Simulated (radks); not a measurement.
Results of a calculation; reference values are marked as such.
Question: Mean orbital radii <r> (bohr) of neutral gold, [Xe] 4f14 5d10 6s1, of relativity; Dirac values are averaged over j with weights 2j + 1. Spin-unpolarised spherical Kohn-Sham, PBE, point nucleus unless stated (finite: rms radius 5.4371 fm), a radial shooting solver on a logarithmic mesh with Libxc functionals. A level marked "c x" has the speed of light scaled by that factor.

| shell | non-rel. |
|---|---|
| 2p | 0.06821 |
| 3s | 0.2037 |
| 3p | 0.1941 |
| 3d | 0.1695 |
| 4s | 0.4487 |
| 4p | 0.4528 |
| 4d | 0.4609 |
| 4f | 0.4867 |
| 5s | 1.028 |
| 5p | 1.120 |
| 5d | 1.577 |
| 6s | 3.374 |

Give the values at the level "Dirac, finite nucleus".

Answer: 
shell  Dirac, finite nucleus  change of magnitude (%)
2p                   0.06368                    -6.64
3s                    0.1833                   -10.03
3p                    0.1840                    -5.19
3d                    0.1677                    -1.07
4s                    0.4070                    -9.29
4p                    0.4321                    -4.58
4d                    0.4586                    -0.49
4f                    0.4992                    +2.57
5s                    0.9282                    -9.68
5p                     1.071                    -4.39
5d                     1.622                    +2.85
6s                     2.868                   -15.01
